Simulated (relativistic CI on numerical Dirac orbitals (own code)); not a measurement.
Tc7+: L2,3 absorption edge

Computed with this model: Dirac-Coulomb-Breit CI, KLI orbitals optimised for each configuration, a model potential for QED, multiplet model of core-to-valence dipole absorption, unscaled Slater integrals; configurations [Ar] 3d10 4s2 4p6 → [He] 2s2 2p5 3s2 3p6 3d10 4s2 4p6 4d; 300 K; Lorentzian 2.4 eV and Gaussian 0.5 eV FWHM. Energies are those of the free ion, without screening or charge transfer. The branching ratio is the share of the lower-energy edge in the whole absorption, uncertain by about 0.02 where the edges overlap. S is read from ⟨S²⟩ = S(S + 1).

Field parameters in Wybourne normalisation: Oh B⁴₀ = 21Dq, B⁴₄ = √(5/14) B⁴₀. The field is a parameter set, without covalency.

Peaks in eV (height, largest 100): 2694.8 (62), 2698.2 (100), 2810.8 (43), 2814.2 (36).

Q: Which surroundings give this spectrum?
A. free ion
B. Oh, 10Dq = 19250 cm⁻¹
C. Oh, 10Dq = 40650 cm⁻¹
D. Oh, 10Dq = 29950 cm⁻¹

A: D. Oh, 10Dq = 29950 cm⁻¹, where the ground state has S = 0.00.
